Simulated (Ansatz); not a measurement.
Compare A (`N[Si](F)([SiH3])Cl`) with its isomer B (`F[SiH](Cl)N[SiH3]`).

Computed with Ansatz on PBE0-D4/def2-TZVP structures; ΔE is electronic, products minus reactants. CBS: MP2 limit from def2 TZ/QZ plus the TZ coupled-cluster correction, frozen cores. DFT in def2-TZVPP. One conformer a species, not always the lowest.

Which is lower in electronic energy at CCSD(T)/CBS, and by how much? (Estimate.)

The calculation gave: B, by 15.1 kcal/mol.

Give E(B) − E(A) in kcal/mol with PBE-D4, BLYP-D4, HF/def2-TZVPP, MP2/def2-TZVPP, r2SCAN-D4, PBE0-D4, B2PLYP. (Estimate.)

Ansatz gave: PBE-D4 -9.5, BLYP-D4 -12.4, HF/def2-TZVPP -18.9, MP2/def2-TZVPP -17.2, r2SCAN-D4 -13.0, PBE0-D4 -11.3, B2PLYP -15.5. None reverses the order clearly.

Does the order hold for the free energy at 298.15 K (harmonic terms from PBE0-D4)? (Best estimate.)

The calculation gave: Yes: G(B) − G(A) = -15.6 kcal/mol, for one conformer each. Modes under 60 cm⁻¹, often nearly free rotors, make the harmonic entropy too high.

Largest T1 diagnostic: 0.011.

In def2-TZVPP, CCSD(T) changes the Hartree–Fock value by +3.4 kcal/mol (the triples alone add +0.5 kcal/mol) and MP2 by +1.6 kcal/mol. From r2SCAN to r2SCAN0 (25 % exact exchange), in def2-TZVPP and without D4, E(B) − E(A) moves by −0.9 kcal/mol.
